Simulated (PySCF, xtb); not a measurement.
BF2H3O2Si, SMILES OB(O)[SiH](F)F.

xtb with GFN2-xTB at its own geometry gives an orbital gap of 4.64 eV and a dipole moment of 3.19 D.

Coordinates come from a B3LYP-D3(BJ)/def2-SVP optimisation. This is a generated structure with no PubChem entry under its InChIKey; it may be hypothetical. One conformer was computed; it need not be the lowest.

**Question.** What does M06-2X/def2-TZVP (PySCF) give? (Estimate from the structure and the level; the computed values follow.)

**Answer.** gap 9.92 eV (levels -9.98 and -0.06 eV), dipole 2.07 D.
